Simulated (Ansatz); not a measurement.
Isolated molecules relaxed with PBE0-D4/def2-TZVP in Ansatz; ΔE leaves out vibrations. CCSD(T)/CBS adds triple-zeta CCSD(T) − MP2 to the extrapolated MP2 energy (def2 sets, frozen cores). This one scheme is used for every species. Functionals use def2-TZVPP. HSE06 is defined as in plane-wave codes. No spin–orbit coupling; open shells (•) take unrestricted orbitals. One conformer a species, not always the lowest.

Consider the homolysis of the C–Si bond: `OC[SiH2]F` → `[CH2]O`• + `F[SiH2]`•.

```json
{"level": "revPBE-D4", "ΔE (kJ/mol)": "329.0", "difference from CCSD(T)/CBS": "-32.0"}
{"level": "r2SCAN-D4", "ΔE (kJ/mol)": "327.6", "difference from CCSD(T)/CBS": "-33.4"}
{"level": "ωB97X-V", "ΔE (kJ/mol)": "357.1", "difference from CCSD(T)/CBS": "-3.9"}
{"level": "PBE-QIDH", "ΔE (kJ/mol)": "349.8", "difference from CCSD(T)/CBS": "-11.2"}
{"level": "PBE", "ΔE (kJ/mol)": "330.0", "difference from CCSD(T)/CBS": "-31.0"}
{"level": "revPBE", "ΔE (kJ/mol)": "310.1", "difference from CCSD(T)/CBS": "-50.9"}
{"level": "PBE0", "ΔE (kJ/mol)": "334.2", "difference from CCSD(T)/CBS": "-26.8"}
{"level": "r2SCAN0", "ΔE (kJ/mol)": "326.1", "difference from CCSD(T)/CBS": "-34.9"}
{"level": "HSE06", "ΔE (kJ/mol)": "334.6", "difference from CCSD(T)/CBS": "-26.4"}
{"level": "CAM-B3LYP", "ΔE (kJ/mol)": "335.0", "difference from CCSD(T)/CBS": "-26.0"}
{"level": "LC-ωPBE", "ΔE (kJ/mol)": "334.8", "difference from CCSD(T)/CBS": "-26.2"}
{"level": "HF/def2-TZVPP", "ΔE (kJ/mol)": "253.7", "difference from CCSD(T)/CBS": "-107.3"}
{"level": "SCS-MP2/def2-TZVPP", "ΔE (kJ/mol)": "361.5", "difference from CCSD(T)/CBS": "0.5"}
{"level": "CCSD/def2-TZVPP", "ΔE (kJ/mol)": "344.4", "difference from CCSD(T)/CBS": "-16.6"}
{"level": "HF/def2-QZVPP", "ΔE (kJ/mol)": "252.4", "difference from CCSD(T)/CBS": "-108.6"}
{"level": "SCS-MP2/def2-QZVPP", "ΔE (kJ/mol)": "367.7", "difference from CCSD(T)/CBS": "6.7"}
{"level": "CCSD(T)/CBS", "ΔE (kJ/mol)": "361.0", "difference from CCSD(T)/CBS": "0"}
```

Largest T1 diagnostic among the species: 0.016.

The D4 term adds +11.1 kJ/mol with B3LYP and +5.9 kJ/mol with PBE0; it sums over pairs of atoms, weighted by their polarisabilities, and B3LYP, whose exchange is more repulsive, gets the larger term. At CCSD(T), def2-SVP lies −21.1 kJ/mol from the extrapolated value and def2-TZVPP −9.9 kJ/mol: correlation converges slowly with the basis, and small sets miss more of it in the bonded molecule than in its fragments. From PBE to PBE0 (25 % exact exchange), in def2-TZVPP and without D4, ΔE moves by +4.2 kJ/mol.

B3LYP here is the variant with VWN-RPA as its local correlation; programs differ in this.
